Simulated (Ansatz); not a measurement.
Ansatz (a first-principles code) job for Ti(F)3(OH)(OH2) (F₃H₃O₂Ti), SMILES [OH][Ti](<-[OH2])([F])([F])[F], multiplicity 1, PBE-D3(BJ)/def2-SVP. 

Ansatz 0.2 input:
```yaml
crystal:
  periodic: [false, false, false]
  atoms:
    - {symbol: Ti, position_ang: [0.15819346, 0.08492282, -0.16661328]}
    - {symbol: F, position_ang: [1.02280474, -1.41843132, 0.07651753]}
    - {symbol: F, position_ang: [-1.40616211, -0.08451368, -0.98639578]}
    - {symbol: F, position_ang: [0.24991776, 1.30996336, 1.10926225]}
    - {symbol: O, position_ang: [1.15402839, 0.81976652, -1.42867058]}
    - {symbol: H, position_ang: [1.75392762, 0.49944340, -2.11313757]}
    - {symbol: O, position_ang: [-1.23465420, -0.78750882, 1.51730289]}
    - {symbol: H, position_ang: [-2.10933987, -0.81212452, 1.09999293]}
    - {symbol: H, position_ang: [-1.27888107, -0.07684791, 2.17512255]}
basis:
  gaussian:
    orbitals: def2-SVP
hamiltonian:
  xc: pbe
  dispersion: d3bj
relax: {f_tol: 0.002, max_steps: 200}
```

Output:

```
WARN ansatz: RAYON_NUM_THREADS=1 ignored (pool sized by the plan → 1); use --threads N
Functional definition: PBE
integrals: 0.07 GiB planned
1284 factors; their error is unknown
mean field: 0.35 GiB planned
mean field evaluation 1: about -35371.6575 eV, gradient 9.5e1 eV
mean field evaluation 2: about -34992.1287 eV, gradient 4.4e2 eV
mean field evaluation 4: about -35380.0247 eV, gradient 6.1e1 eV
mean field evaluation 8: about -35386.6518 eV, gradient 2.4e-1 eV
mean field evaluation 16: about -35386.6088 eV, gradient 5.6e-3 eV
mean field -35386.60882882 eV, -1300.4338885543 hartree, gradient 5.4e-5 eV, S^2 0.000000; 0 other end points of the search recorded, 0 dependent functions left out
the calculation of the forces begins
reference -35386.60893019 eV, -1300.4338922795 hartree; 34, 34 occupied and 82, 82 virtual orbitals, 1284 factors
relax step   1: F+E_penalty+E_count = -35386.76432529 eV  Δ(F+E_penalty+E_count) = +0.000e0 eV  max|allowed force component| = 3.938e-1 eV/Å  Δτ_max = 0.0000 Å  (32 SCF iters, accepted)
these checks for a lower state are left out or cut short: starts, cluster_reference, orbital_swaps, neighbouring_geometries, increment
integrals: 0.07 GiB planned
1284 factors; their error is unknown
mean field: 0.35 GiB planned
mean field -35386.62156944 eV, -1300.4343567635 hartree, gradient 2.5e-5 eV, S^2 0.000000; 0 other end points of the search recorded, 0 dependent functions left out
the calculation of the forces begins
reference -35386.62167087 eV, -1300.4343604908 hartree; 34, 34 occupied and 82, 82 virtual orbitals, 1284 factors
[...]
mean field: 0.35 GiB planned
mean field -35386.62454726 eV, -1300.4344661964 hartree, gradient 9.0e-5 eV, S^2 0.000000; 0 other end points of the search recorded, 0 dependent functions left out
the calculation of the forces begins
reference -35386.62464870 eV, -1300.4344699239 hartree; 34, 34 occupied and 82, 82 virtual orbitals, 1284 factors
relax step  20: F+E_penalty+E_count = -35386.78012524 eV  Δ(F+E_penalty+E_count) = -1.336e-6 eV  max|allowed force component| = 3.734e-4 eV/Å  Δτ_max = 0.0012 Å  (21 SCF iters, accepted)
these checks for a lower state are left out or cut short: starts, cluster_reference, orbital_swaps, neighbouring_geometries, increment
integrals: 0.07 GiB planned
1284 factors; their error is unknown
mean field: 0.35 GiB planned
mean field -35386.62454632 eV, -1300.4344661617 hartree, gradient 1.8e-5 eV, S^2 0.000000; 0 other end points of the search recorded, 0 dependent functions left out
the calculation of the forces begins
reference -35386.62464775 eV, -1300.4344698892 hartree; 34, 34 occupied and 82, 82 virtual orbitals, 1284 factors
relax step  21: F+E_penalty+E_count = -35386.78012951 eV  Δ(F+E_penalty+E_count) = -4.273e-6 eV  max|allowed force component| = 1.181e-2 eV/Å  Δτ_max = 0.0175 Å  (31 SCF iters, accepted)
these checks for a lower state are left out or cut short: starts, cluster_reference, orbital_swaps, neighbouring_geometries, increment
integrals: 0.07 GiB planned
1284 factors; their error is unknown
mean field: 0.35 GiB planned
mean field -35386.62454731 eV, -1300.4344661980 hartree, gradient 2.4e-5 eV, S^2 0.000000; 0 other end points of the search recorded, 0 dependent functions left out
the calculation of the forces begins
reference -35386.62464874 eV, -1300.4344699255 hartree; 34, 34 occupied and 82, 82 virtual orbitals, 1284 factors
relax step  22: F+E_penalty+E_count = -35386.78013252 eV  Δ(F+E_penalty+E_count) = -3.013e-6 eV  max|allowed force component| = 4.044e-3 eV/Å  Δτ_max = 0.0020 Å  (25 SCF iters, accepted)
these checks for a lower state are left out or cut short: starts, cluster_reference, orbital_swaps, neighbouring_geometries, increment
integrals: 0.07 GiB planned
1284 factors; their error is unknown
mean field: 0.35 GiB planned
mean field evaluation 160: about -35386.6659 eV, gradient 4.5e-4 eV
mean field -35386.62454836 eV, -1300.4344662368 hartree, gradient 1.2e-5 eV, S^2 0.000000; 0 other end points of the search recorded, 0 dependent functions left out
the calculation of the forces begins
reference -35386.62464980 eV, -1300.4344699643 hartree; 34, 34 occupied and 82, 82 virtual orbitals, 1284 factors
relax step  23: F+E_penalty+E_count = -35386.78013407 eV  Δ(F+E_penalty+E_count) = -1.546e-6 eV  max|allowed force component| = 2.283e-3 eV/Å  Δτ_max = 0.0051 Å  (33 SCF iters, accepted)
these checks for a lower state are left out or cut short: starts, cluster_reference, orbital_swaps, neighbouring_geometries, increment
integrals: 0.07 GiB planned
1284 factors; their error is unknown
mean field: 0.35 GiB planned
mean field -35386.62454643 eV, -1300.4344661656 hartree, gradient 1.2e-5 eV, S^2 0.000000; 0 other end points of the search recorded, 0 dependent functions left out
the calculation of the forces begins
reference -35386.62464786 eV, -1300.4344698931 hartree; 34, 34 occupied and 82, 82 virtual orbitals, 1284 factors
relax step  24: F+E_penalty+E_count = -35386.78013559 eV  Δ(F+E_penalty+E_count) = -1.525e-6 eV  max|allowed force component| = 3.973e-3 eV/Å  Δτ_max = 0.0093 Å  (32 SCF iters, accepted)
these checks for a lower state are left out or cut short: starts, cluster_reference, orbital_swaps, neighbouring_geometries, increment
integrals: 0.07 GiB planned
1284 factors; their error is unknown
mean field: 0.35 GiB planned
mean field -35386.62454910 eV, -1300.4344662640 hartree, gradient 8.3e-6 eV, S^2 0.000000; 0 other end points of the search recorded, 0 dependent functions left out
the calculation of the forces begins
reference -35386.62465053 eV, -1300.4344699914 hartree; 34, 34 occupied and 82, 82 virtual orbitals, 1284 factors
relax step  25: F+E_penalty+E_count = -35386.78013627 eV  Δ(F+E_penalty+E_count) = -6.806e-7 eV  max|allowed force component| = 3.581e-3 eV/Å  Δτ_max = 0.0043 Å  (26 SCF iters, accepted)
these checks for a lower state are left out or cut short: starts, cluster_reference, orbital_swaps, neighbouring_geometries, increment
integrals: 0.07 GiB planned
1284 factors; their error is unknown
mean field: 0.35 GiB planned
mean field -35386.62454843 eV, -1300.4344662393 hartree, gradient 1.2e-5 eV, S^2 0.000000; 0 other end points of the search recorded, 0 dependent functions left out
the calculation of the forces begins
reference -35386.62464986 eV, -1300.4344699668 hartree; 34, 34 occupied and 82, 82 virtual orbitals, 1284 factors
relax step  26: F+E_penalty+E_count = -35386.78013729 eV  Δ(F+E_penalty+E_count) = -1.019e-6 eV  max|allowed force component| = 3.602e-3 eV/Å  Δτ_max = 0.0057 Å  (33 SCF iters, accepted)
these checks for a lower state are left out or cut short: starts, cluster_reference, orbital_swaps, neighbouring_geometries, increment
integrals: 0.07 GiB planned
1284 factors; their error is unknown
mean field: 0.35 GiB planned
mean field evaluation 192: about -35386.6245 eV, gradient 1.2e-5 eV
mean field -35386.62454850 eV, -1300.4344662419 hartree, gradient 1.2e-5 eV, S^2 0.000000; 0 other end points of the search recorded, 0 dependent functions left out
the calculation of the forces begins
reference -35386.62464993 eV, -1300.4344699694 hartree; 34, 34 occupied and 82, 82 virtual orbitals, 1284 factors
relax step  27: F+E_penalty+E_count = -35386.78013825 eV  Δ(F+E_penalty+E_count) = -9.558e-7 eV  max|allowed force component| = 4.581e-3 eV/Å  Δτ_max = 0.0059 Å  (33 SCF iters, accepted)
these checks for a lower state are left out or cut short: starts, cluster_reference, orbital_swaps, neighbouring_geometries, increment
integrals: 0.07 GiB planned
1284 factors; their error is unknown
mean field: 0.35 GiB planned
mean field -35386.62454946 eV, -1300.4344662772 hartree, gradient 1.2e-5 eV, S^2 0.000000; 0 other end points of the search recorded, 0 dependent functions left out
the calculation of the forces begins
reference -35386.62465089 eV, -1300.4344700046 hartree; 34, 34 occupied and 82, 82 virtual orbitals, 1284 factors
relax step  28: F+E_penalty+E_count = -35386.78013863 eV  Δ(F+E_penalty+E_count) = -3.771e-7 eV  max|allowed force component| = 8.118e-3 eV/Å  Δτ_max = 0.0057 Å  (33 SCF iters, accepted)
these checks for a lower state are left out or cut short: starts, cluster_reference, orbital_swaps, neighbouring_geometries, increment
integrals: 0.07 GiB planned
1284 factors; their error is unknown
mean field: 0.35 GiB planned
mean field -35386.62454932 eV, -1300.4344662718 hartree, gradient 4.0e-5 eV, S^2 0.000000; 0 other end points of the search recorded, 0 dependent functions left out
the calculation of the forces begins
reference -35386.62465075 eV, -1300.4344699992 hartree; 34, 34 occupied and 82, 82 virtual orbitals, 1284 factors
relax step  29: F+E_penalty+E_count = -35386.78013941 eV  Δ(F+E_penalty+E_count) = -7.890e-7 eV  max|allowed force component| = 7.399e-3 eV/Å  Δτ_max = 0.0004 Å  (20 SCF iters, accepted)
these checks for a lower state are left out or cut short: starts, cluster_reference, orbital_swaps, neighbouring_geometries, increment
integrals: 0.07 GiB planned
1284 factors; their error is unknown
mean field: 0.35 GiB planned
mean field -35386.62455002 eV, -1300.4344662976 hartree, gradient 1.5e-5 eV, S^2 0.000000; 0 other end points of the search recorded, 0 dependent functions left out
the calculation of the forces begins
reference -35386.62465145 eV, -1300.4344700251 hartree; 34, 34 occupied and 82, 82 virtual orbitals, 1284 factors
relax step  30: F+E_penalty+E_count = -35386.78013652 eV  Δ(F+E_penalty+E_count) = +2.897e-6 eV  max|allowed force component| = 9.579e-3 eV/Å  Δτ_max = 0.0025 Å  (27 SCF iters, rejected (line search))
these checks for a lower state are left out or cut short: starts, cluster_reference, orbital_swaps, neighbouring_geometries, increment
integrals: 0.07 GiB planned
1284 factors; their error is unknown
mean field: 0.35 GiB planned
mean field -35386.62455432 eV, -1300.4344664557 hartree, gradient 8.3e-5 eV, S^2 0.000000; 0 other end points of the search recorded, 0 dependent functions left out
the calculation of the forces begins
reference -35386.62465575 eV, -1300.4344701832 hartree; 34, 34 occupied and 82, 82 virtual orbitals, 1284 factors
relax step  31: F+E_penalty+E_count = -35386.78014200 eV  Δ(F+E_penalty+E_count) = -2.580e-6 eV  max|allowed force component| = 1.134e-3 eV/Å  Δτ_max = 0.0012 Å  (22 SCF iters, accepted)
these checks for a lower state are left out or cut short: starts, cluster_reference, orbital_swaps, neighbouring_geometries, increment
integrals: 0.07 GiB planned
1284 factors; their error is unknown
mean field: 0.35 GiB planned
mean field -35386.62455843 eV, -1300.4344666067 hartree, gradient 1.0e-5 eV, S^2 0.000000; 0 other end points of the search recorded, 0 dependent functions left out
the calculation of the forces begins
reference -35386.62465986 eV, -1300.4344703342 hartree; 34, 34 occupied and 82, 82 virtual orbitals, 1284 factors
relax step  32: F+E_penalty+E_count = -35386.78014309 eV  Δ(F+E_penalty+E_count) = -1.099e-6 eV  max|allowed force component| = 1.494e-3 eV/Å  Δτ_max = 0.0044 Å  (26 SCF iters, accepted)
integrals: 0.07 GiB planned
1284 factors; their error is unknown
mean field: 0.35 GiB planned
mean field evaluation 224: about -35378.2389 eV, gradient 6.7e1 eV
mean field -35386.62455843 eV, -1300.4344666067 hartree, gradient 1.0e-5 eV, S^2 0.000000; 1 other end points of the search recorded, 0 dependent functions left out
the calculation of the forces begins
reference -35386.62465986 eV, -1300.4344703342 hartree; 34, 34 occupied and 82, 82 virtual orbitals, 1284 factors
Total energy: -35386.78024453 eV, -1300.4401879652 hartree
Atom 0 at     0.124325     0.074735    -0.192983 Å, force    -0.001494    -0.000863     0.000600 eV/Å
Atom 1 at     1.028211    -1.414781     0.045995 Å, force     0.000121    -0.000182     0.000010 eV/Å
Atom 2 at    -1.479049    -0.079090    -0.957549 Å, force     0.000362     0.000089    -0.000444 eV/Å
Atom 3 at     0.228114     1.305002     1.092426 Å, force     0.000258     0.000417     0.000376 eV/Å
Atom 4 at     1.093204     0.810380    -1.493486 Å, force     0.000935    -0.000125    -0.000906 eV/Å
Atom 5 at     1.864510     0.505594    -2.001614 Å, force    -0.000640     0.000438     0.000413 eV/Å
Atom 6 at    -1.228160    -0.828299     1.542497 Å, force     0.000230     0.000190    -0.000198 eV/Å
Atom 7 at    -2.097462    -0.776265     1.096722 Å, force     0.000259     0.000005    -0.000022 eV/Å
Atom 8 at    -1.223860    -0.062605     2.151374 Å, force    -0.000031     0.000030     0.000172 eV/Å
Dipole moment:    -0.147355     0.000251     0.101570 e Å
```

Self-consistency was reached.

Cost: roughly 90 core-seconds.
